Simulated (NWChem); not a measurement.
Isomers of Si$_{2}$H$_{4}$OF$_{2}$, each optimised at PBE0/def2-SVP with NWChem, gas phase unless a solvent is named. Flexible species stand in one conformer each, which need not be the lowest.  Relative energies count from the lowest isomer at each level and are electronic, without zero-point energy, on those geometries.

A: [SiH2](O[SiH2]F)F
B: O[Si@@H](F)[SiH2]F
C: O[SiH2][SiH](F)F

```
quantity                                                        A     B     C
------------------------------------------------------------  ---  ----  ----
relative energy, PBE/def2-TZVP (kcal/mol)                     0.0  30.1  30.3
relative energy, PBE0/def2-TZVP (kcal/mol)                    0.0  32.4  32.9
relative energy, Hartree-Fock/def2-TZVP (kcal/mol)            0.0  42.5  43.7
SMD solvation free energy in water, PBE0/def2-SVP (kcal/mol)  1.1  -3.5  -3.5
```
